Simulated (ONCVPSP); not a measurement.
**Plane-wave convergence, ONCV potential for lanthanum**

- Element: La
- Generator: ONCVPSP 4.0.1
- Type: optimised norm-conserving Vanderbilt (ONCV)
- Functional: PBE
- Relativity: scalar-relativistic
- Frozen core: [Kr] 4d10
- Valence charge: 11
- Reference configuration: 5s2 5p6 5d1 6s1 6p1
- Partial waves: 5s+6s: rc 2.55 bohr, ncon 3, nbas 8, qcut 5.8 1/bohr, 2 projectors; 5p+6p: rc 2.55 bohr, ncon 3, nbas 7, qcut 4.6 1/bohr, 2 projectors; 5d: rc 4.00 bohr, ncon 4, nbas 9, qcut 3.2 1/bohr, 1 projector; f scattering state at 0.02 Ha: rc 3.65 bohr, ncon 4, nbas 7, qcut 3.5 1/bohr, 1 projector
- Local potential: polynomial inside 2.55 bohr (lpopt 1, dvloc0 3 Ha)
- Core correction: polynomial model core, fcfact 0.15

In the f channel the program set the typed energies aside and used -0.200 Ha.

**Question.** For each optimised wave give the share of its norm inside rc, the residual kinetic energy above qcut (Ha) and the cutoffs (Ha) for errors of 10, 1, 0.1 and 0.01 mHa per electron.

**Answer.**

```csv
wave,norm inside rc,residual KE,10 mHa,1 mHa,0.1 mHa,0.01 mHa
5s,0.958,2.9e-08,7.2,9.8,11.8,13.4
6s,0.079,2.7e-08,5.4,8.8,11.2,13.2
5p,0.884,3.2e-06,3.7,4.8,5.9,9.3
6p,0.035,1.5e-06,2.5,3.9,5.3,8.7
5d,0.831,3.4e-05,3.2,4.0,5.1,9.9
f projector 1,0.991,1.5e-02,7.2,14.4,18.5,27.9
```

The occupied waves need 9.8 Ha and 12 Ha for 1 and 0.1 mHa.
